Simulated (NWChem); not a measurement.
# Lowest excitation of H3AlClN

SMILES: [Cl][AlH][NH2]
```xyz
6

Al     0.6585     0.3888     0.0000
H      1.3861     1.7964     0.0000
Cl    -1.4587     0.2529     0.0000
N      1.5816    -1.1283     0.0000
H      1.1777    -2.0678     0.0000
H      2.6029    -1.1833     0.0000
```
Charge 0, spin multiplicity 1.

Program: NWChem. Structure: optimised with PBE/def2-SVP, a minimum by its harmonic frequencies. It is one conformer; others weren't searched.

Basis set: def2-SVP. CR-EOMCCSD(T) is the triples correction to the same EOM-CCSD root.

```json
[
 {"method": "TD-PBE", "lowest vertical singlet excitation energy (eV)": "5.79", "difference from EOM-CCSD": "-0.92"},
 {"method": "CIS", "lowest vertical singlet excitation energy (eV)": "7.61", "difference from EOM-CCSD": "+0.90"},
 {"method": "TD-B3LYP", "lowest vertical singlet excitation energy (eV)": "6.21", "difference from EOM-CCSD": "-0.49"},
 {"method": "EOM-CCSD", "lowest vertical singlet excitation energy (eV)": "6.71", "difference from EOM-CCSD": "0.00"},
 {"method": "CR-EOMCCSD(T)", "lowest vertical singlet excitation energy (eV)": "6.62", "difference from EOM-CCSD": "-0.09"},
 {"method": "TD-CAM-B3LYP", "lowest vertical singlet excitation energy (eV)": "6.54", "difference from EOM-CCSD": "-0.16"}
]
```

The values span 1.82 eV, from TD-PBE (lowest) to CIS (highest). 

The correlated methods keep 11 core orbitals frozen. B3LYP has NWChem's definition, with VWN1-RPA local correlation. The structure started from a generated list of species. Coupled-cluster values serve here as a point of comparison, not as the truth.
